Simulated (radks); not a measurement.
Species: Ce2+. Configuration: [Xe] 4f2 (the NIST ground configuration).

All-electron calculation, scalar-relativistic Kohn-Sham, r2SCAN, spin-polarised, spherical densities, finite nucleus; open shells are filled with parallel spins first (spin-orbit coupling, left out, can overturn this in heavy ions); meta-GGA in the generalised Kohn-Sham scheme; Fermi nuclear charge, rms radius 4.8771 fm. Program: a radial shooting solver on a logarithmic mesh with Libxc functionals.

Energy parts (hartree):
part                       energy
total                  -8860.5451
kinetic                 9390.9607
electron-nucleus      -21448.4989
Hartree                 3406.8341
exchange-correlation    -209.8410

Orbitals (lengths in bohr, moments of r in powers of bohr; r(max) is where P^2 peaks):
| orbital | occ. | eigenvalue (hartree) | r(max) | <r> |
|---|---|---|---|---|
| 1s up | 1 | -1482.455 | 0.01574 | 0.02458 |
| 1s down | 1 | -1482.455 | 0.01574 | 0.02458 |
| 2s down | 1 | -238.2451 | 0.08902 | 0.1052 |
| 2s up | 1 | -238.2445 | 0.08902 | 0.1052 |
| 2p down | 3 | -213.2804 | 0.07169 | 0.09237 |
| 2p up | 3 | -213.2800 | 0.07169 | 0.09237 |
| 3s up | 1 | -51.70674 | 0.2543 | 0.2781 |
| 3s down | 1 | -51.68691 | 0.2542 | 0.2780 |
| 3p up | 3 | -43.72070 | 0.2490 | 0.2763 |
| 3p down | 3 | -43.70076 | 0.2489 | 0.2763 |
| 3d up | 5 | -32.38647 | 0.2055 | 0.2536 |
| 3d down | 5 | -32.37065 | 0.2054 | 0.2535 |
| 4s up | 1 | -10.75881 | 0.5938 | 0.6392 |
| 4s down | 1 | -10.69676 | 0.5936 | 0.6389 |
| 4p up | 3 | -8.14525 | 0.6200 | 0.6772 |
| 4p down | 3 | -8.08113 | 0.6197 | 0.6768 |
| 4d up | 5 | -4.37406 | 0.6542 | 0.7501 |
| 4d down | 5 | -4.30686 | 0.6537 | 0.7498 |
| 5s up | 1 | -1.89236 | 1.390 | 1.546 |
| 5s down | 1 | -1.84969 | 1.397 | 1.560 |
| 5p up | 3 | -1.25566 | 1.570 | 1.783 |
| 5p down | 3 | -1.22228 | 1.580 | 1.801 |
| 5d up | 0 | -0.48022 | 2.129 | 2.620 |
| 4f up | 2 | -0.47573 | 0.7253 | 1.201 |
| 5d down | 0 | -0.45038 | 2.140 | 2.615 |
| 6s up | 0 | -0.44397 | 3.509 | 3.848 |
| 4f down | 0 | -0.41347 | 0.7259 | 1.230 |

The highest occupied level is 4f up at -12.945 eV. The configuration is held as typed, so some empty levels lie below it. The density falls to 0.001 e/bohr^3 at r = 3.66 bohr.
